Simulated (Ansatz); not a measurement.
Stepwise reaction of `[O]=[V]([OH])([F])[F]` with water, as a gas-phase model of exchange steps in deposition or etching. ΔE in kJ/mol; ΔG adds harmonic PBE0-D4 terms to CCSD(T)/CBS, at 1 bar.

Calculated with Ansatz (gas phase, PBE0-D4/def2-TZVP geometries, no zero-point term in ΔE). CCSD(T)/CBS adds triple-zeta CCSD(T) − MP2 to the extrapolated MP2 energy (def2 sets, frozen cores). This one scheme is used for every species. DFT in def2-TZVPP. B3LYP here is the variant with VWN-RPA as its local correlation; programs differ in this. For V outer-core shells are correlated without core-valence functions, which leaves a few kJ/mol of doubt a bond. Scalar relativity is left out up to krypton. One conformer a species, not always the lowest.

```
step                                                          reaction  PBE-D4  B3LYP-D4  ωB97M-V  CCSD(T)/CBS  ΔG(600 K)
   2  `[O]=[V]([OH])([OH])[F]` + H₂O → `[O]=[V]([OH])([OH])[OH]` + H–F    35.2      34.0     34.6         25.3       31.1
```

(1) Give the row of step 1, `[O]=[V]([OH])([F])[F]` + H₂O → `[O]=[V]([OH])([OH])[F]` + H–F. (Best estimate.)

(2) By hand: ΔE of the 2 steps together at CCSD(T)/CBS.

Answers

(1) Ansatz gave: 
```json
{"step": "1", "reaction": "`[O]=[V]([OH])([F])[F]` + H₂O → `[O]=[V]([OH])([OH])[F]` + H–F", "PBE-D4": "27.1", "B3LYP-D4": "25.5", "ωB97M-V": "26.6", "CCSD(T)/CBS": "17.7", "ΔG(600 K)": "19.7"}
```

(2) (17.7) + (25.3) = 43.0 kJ/mol, or 21.5 kJ/mol a step.

In ΔE each step is higher than the one before. All are uphill at CCSD(T)/CBS. ΔG lies between 19.7 and 31.1 kJ/mol a step. PBE-D4 differs from CCSD(T)/CBS by 9.4 to 9.9 kJ/mol a step. Isolated molecules leave out the surface, adducts and barriers. Largest T1 diagnostic: 0.032.
